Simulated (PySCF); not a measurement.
**RuCl₂ + F₂ → RuF₂ + Cl₂**

Level: PBE0 in the def2-TZVP basis family, computed in PySCF with density fitting; scalar-relativistic core potentials for atoms from Rb on, none lighter, no spin–orbit coupling; open shells unrestricted.

| species | state and structure | E (Eh) | ZPE (kJ/mol) | H(298 K) − H(0) (kJ/mol) | S° (J/(mol K)) |
| --- | --- | --- | --- | --- | --- |
| RuCl₂ | quintet, D∞h, Ru–Cl 2.230 Å (×2) | -1015.07402 | 5.5 | 14.6 | 302.7 |
| F₂ | singlet, D∞h, F–F 1.376 Å | -199.40856 | 6.6 | 8.7 | 201.9 |
| RuF₂ | quintet, D∞h, Ru–F 1.866 Å (×2) | -294.48914 | 9.4 | 12.9 | 275.1 |
| Cl₂ | singlet, D∞h, Cl–Cl 1.982 Å | -920.08940 | 3.5 | 9.1 | 222.5 |

(1) What is the electronic reaction energy?

(2) Add zero-point, thermal and entropy terms for 298.15 K and 1 bar.

## Answers

(1) At PBE0/def2-TZVP, ΔE = -251.9 kJ/mol from the differences of the total energies times 2625.5, downhill. Fluorination of this kind underlies dry etching and chamber cleaning.

(2) ΔZPE = 0.8 and Δ[H(298) − H(0)] = -1.3 kJ/mol give ΔH° = -252.4 kJ/mol. ΔS° = -7.0 J/(mol K), so ΔG° = -252.4 − 298.15 × (-0.0070) = -250 kJ/mol.

Open d or f shells are single determinants, so the state found may not be the ground state. The structures come from searches over a few start shapes, so lower isomers are not excluded.
